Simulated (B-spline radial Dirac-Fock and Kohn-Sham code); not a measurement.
In the model described below, an M2 (3p1/2) vacancy in the La³⁺ ion in the configuration [Kr] 4d10 5s2 5p6, lives for 0.12 fs, which corresponds to a natural width of 5.45 eV. Out of 1000 such holes, about 1.2 decay by emitting a photon, 881 by a Coster-Kronig transition that moves the hole within the M shell, and the rest by ordinary Auger emission. The strongest X-ray line is M2-N4 at 1106.9 eV, with 63 % of the radiative rate. The strongest electron group is M2-M4N3 near 87 eV, with 19 % of the non-radiative rate. The Coster-Kronig yields by final subshell (the deeper hole where both stay in the shell) are M3 0.024, M4 0.633, M5 0.224. Independent-particle models tend to overestimate Coster-Kronig rates.

Input file task.json (cfg lists n, l and occupation; rrms is the nuclear radius in fm):

```json
{"items": [{
  "Z": 57,
  "q": 3,
  "cfg": [[1, 0, 2], [2, 0, 2], [2, 1, 6], [3, 0, 2], [3, 1, 6], [3, 2, 10], [4, 0, 2], [4, 1, 6], [4, 2, 10], [5, 0, 2], [5, 1, 6]],
  "A": 139,
  "rrms": 4.855,
  "do": ["binding", "quiet", "decay"],
  "holes": ["K", "L1", "L2", "L3", "M1", "M2", "M3", "M4", "M5", "N1", "N2", "N3", "N4", "N5"]
}]}
```

Launch: `python xray_run.py task.json out`

Calculated with a radial finite-basis atomic code, using a relativistic independent-particle model: LDA orbitals of the hole state, radiative multipoles to third order, Auger rates from the Coulomb interaction with a continuum orbital, Dirac-Fock energies.
